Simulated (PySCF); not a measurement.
A run for PySCF: R-HF/STO-3G on AsH5O (a complex).

```python
from pyscf import gto, scf, dft, mp
from pyscf.data.elements import chemcore

mol = gto.M(
    atom='''
    O    -0.04880423    0.63243907   -0.59994090
    H    -0.91007277    0.30571641   -0.87872982
    H    -0.00101452    0.43945104    0.34582986
    As    0.23175042   -0.45490899    2.87883377
    H    -0.19797877    0.23498299    4.16490046
    H     1.64603571   -0.69837804    3.38215973
    H    -0.25863108   -1.81676989    3.34834062
    ''',
    basis='sto-3g',
    charge=0, spin=0, verbose=3, max_memory=1800)
mf = scf.RHF(mol)
mf.conv_tol = 1e-8
mf.max_cycle = 100
mf.kernel()
if not mf.converged:
    mf = mf.newton().run(mf.mo_coeff, mf.mo_occ)
```

Program output:

```
converged SCF energy = -2285.97542504305
```

Self-consistency was reached.

Cost: roughly 0.17 core-seconds.
